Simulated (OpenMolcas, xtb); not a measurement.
## How methods differ on Si2NH6Cl (SMILES N[SiH]([SiH3])Cl)

Si2NH6Cl has 10 atoms, charge 0, and is taken as a singlet. As SMILES, `N[SiH]([SiH3])Cl`. The coordinates come from a PBE0-D4/def2-TZVP relaxation. This is one conformer, not always the lowest.

```xyz
10

N    -0.5004    1.6404   -0.4766
Si   -0.0887    0.0244   -0.8347
Si    0.6780   -1.0308    1.1036
Cl   -1.6696   -1.1358   -1.5384
H    -1.0668    1.8573    0.3279
H    -0.6576    2.3023   -1.2205
H     0.8891    0.0600   -1.9482
H     0.8722   -2.4826    0.8551
H    -0.3361   -0.8538    2.1795
H     1.9629   -0.4326    1.5554
```

Each level gives the dipole moment (D). The values are calculated.

```json
{"level": "GFN2-xTB", "kind": "semi-empirical", "program": "xtb", "value (D)": "2.28", "CPU time": "under 2 s"}
{"level": "GFN1-xTB", "kind": "semi-empirical", "program": "xtb", "value (D)": "2.63", "CPU time": "under 2 s"}
{"level": "HF/6-31G* (spherical functions)", "kind": "Hartree–Fock", "program": "OpenMolcas", "value (D)": "2.37", "CPU time": "13 s"}
{"level": "SVWN5/6-31G* (spherical functions)", "kind": "LDA", "program": "OpenMolcas", "value (D)": "2.39", "CPU time": "37 s"}
{"level": "PBE/6-31G* (spherical functions)", "kind": "GGA", "program": "OpenMolcas", "value (D)": "2.35", "CPU time": "47 s"}
{"level": "M06-L/6-31G* (spherical functions)", "kind": "meta-GGA", "program": "OpenMolcas", "value (D)": "2.41", "CPU time": "56 s"}
{"level": "r2SCAN/6-31G* (spherical functions)", "kind": "meta-GGA", "program": "OpenMolcas", "value (D)": "2.38", "CPU time": "57 s"}
{"level": "M06-2X/6-31G* (spherical functions)", "kind": "hybrid meta-GGA", "program": "OpenMolcas", "value (D)": "2.36", "CPU time": "53 s"}
```

The values span 2.28 to 2.63 D. Magnitudes only. Times are those of the runs behind each value, whatever else they computed, on shared processors of several kinds: orders of magnitude only.
